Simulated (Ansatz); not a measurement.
Compare A (`[F][GeH2]/[N]=C/[SiH3]`) with its isomer B (`N[Si@H]1[GeH2][C@@H]1F`).

Calculated with Ansatz (gas phase, PBE0-D4/def2-TZVP geometries, no zero-point term in ΔE). CBS: MP2 limit from def2 TZ/QZ plus the TZ coupled-cluster correction, frozen cores. Functionals use def2-TZVPP. B3LYP here is the variant with VWN-RPA as its local correlation; programs differ in this. For Ge outer-core shells are correlated without core-valence functions, which leaves a few kJ/mol of doubt a bond. Scalar relativity is left out up to krypton. Each species was taken in one conformer, which may not be the lowest.

Task: Which isomer does CCSD(T)/CBS put lower? Give the gap. (Best estimate.)

Result: Computed: A, by 22.0 kcal/mol.

Task: Give E(B) − E(A) in kcal/mol with CCSD(T)/def2-TZVPP, r2SCAN-D4, PBE0-D4, HF/def2-TZVPP, B3LYP-D4, PBE-D4, B2PLYP. (Estimate.)

Result: Ansatz gave: CCSD(T)/def2-TZVPP 25.1, r2SCAN-D4 18.5, PBE0-D4 16.0, HF/def2-TZVPP 36.2, B3LYP-D4 23.7, PBE-D4 15.5, B2PLYP 25.2. None reverses the order clearly.

Largest T1 diagnostic: 0.013.

In def2-TZVPP, CCSD(T) changes the Hartree–Fock value by −11.1 kcal/mol (the triples alone add −0.8 kcal/mol) and MP2 by −11.9 kcal/mol.
